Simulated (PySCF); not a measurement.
Dipole response of Sn (tin, neutral)

[Kr] 4d10 5s2 5p2, high-spin 3P determinant. All numbers are calculated (PySCF 2.14, the spin-free X2C one-electron Hamiltonian (Gaussian nucleus), in aug-cc-pVTZ-DK3 (8s7p5d2f, 68 functions)). Coupled (time-dependent) response in atomic units; α is the mean over directions.

```tsv
method	mean α (bohr³)	α xx, yy, zz	C₆ (like pair)	S(−4)
UHF	57.21	46.97, 62.33, 62.33	629.5	1118
PBE	61.88	48.07, 68.78, 68.78	673.5	1574
PBE0	58.69	46.68, 64.69, 64.69	636.6	1310
```

S(−4) is the Cauchy moment in α(ω) = α(0) + S(−4) ω² + …

Reference α: 53 ± 6 bohr³ (recommended; Schwerdtfeger and Nagle, table of static dipole polarizabilities (2023 update)). Published C₆: 659.0 (Chu and Dalgarno (2004); Tang, Norbeck and Certain (1976)).

Spin-orbit coupling is absent.

α(iu) at UHF:

| u (hartree) | α(iu) (bohr³) |
| --- | --- |
| 0 | 57.21 |
| 0.0500 | 54.59 |
| 0.100 | 48.30 |
| 0.200 | 34.30 |
| 0.300 | 24.07 |
| 0.500 | 13.18 |
| 0.750 | 7.535 |
| 1.00 | 4.968 |
| 1.50 | 2.727 |
| 2.00 | 1.758 |
| 3.00 | 0.9141 |
| 5.00 | 0.3732 |

A single London oscillator, α(iu) = α/(1 + u²/ω²), gives C₆ = (3/4) ω α². Matching the computed C₆ needs ω = 4 × 629.5 / (3 × 57.21²) = 0.256 hartree.

The components differ because the open shell of this determinant is not spherical; for a pure term their mean is the scalar polarisability.
